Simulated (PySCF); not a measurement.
Isomers C₃H₁₂B₂N₂:

A. `C=C[B@@H-]1[NH2+][BH2-][N@H+]1C`
B. SMILES [BH-]1(C(=C)C)[NH2+][BH2-][NH2+]1
C. `C=C[B@H-]1[NH2+][B@H-](C)[NH2+]1`
D. SMILES [BH2-]1[NH2+][BH-](C2CC2)[NH2+]1

Spectrum 1. 13C{1H} NMR (computed): δ 163.8 (C), 118.3 (CH2), 24.6 (CH3).

Spectrum 2. 13C{1H} NMR (computed): δ 156.9 (CH), 123.9 (CH2), 7.9 (CH3).

Spectrum 3. 13C{1H} NMR (computed): δ 5.9 (CH), 3.5 (CH2).

Spectrum 4. 13C{1H} NMR (computed): δ 157.0 (CH), 123.5 (CH2), 39.4 (CH3).

PySCF 2.14 calculation with J: B3LYP/pcJ-1 (spin–dipole term left out of most H,H and C,H couplings), structure optimised with PBE0-D3(BJ)/def2-SVP and shieldings: GIAO PBE0/pcSseg-1; equivalent nuclei averaged, gas phase, one conformer, no relativistic terms.

References, each an isolated molecule treated in the same way: TMS for 13C. Carbons bonded to boron are broad in practice. Shifts are as computed. Against solution values, carbons near 30 ppm lie about +2 ppm off and those near 130 ppm about +5 ppm. Of 1313 compounds with measured shifts, 239 miss one by over three times the rms of a fit or turn the order of signals round; such compounds aren't used in these exercises.

Task: Match each spectrum to its structure.

Result: 1–B, 2–C, 3–D, 4–A.

- Spectrum 1 (B): 3 13C signals; δC 163.8 is a fully substituted alkene carbon; δC 118.3 is a terminal =CH2 carbon.
- Spectrum 2 (C): 3 13C signals; δC 156.9 is an alkene CH; δC 123.9 is a terminal =CH2 carbon.
- Spectrum 3 (D): 2 13C signals; δC 5.9 is a three-membered-ring carbon; δC 3.5 is a three-membered-ring carbon.
- Spectrum 4 (A): 3 13C signals; δC 157.0 is an alkene CH; δC 123.5 is a terminal =CH2 carbon.
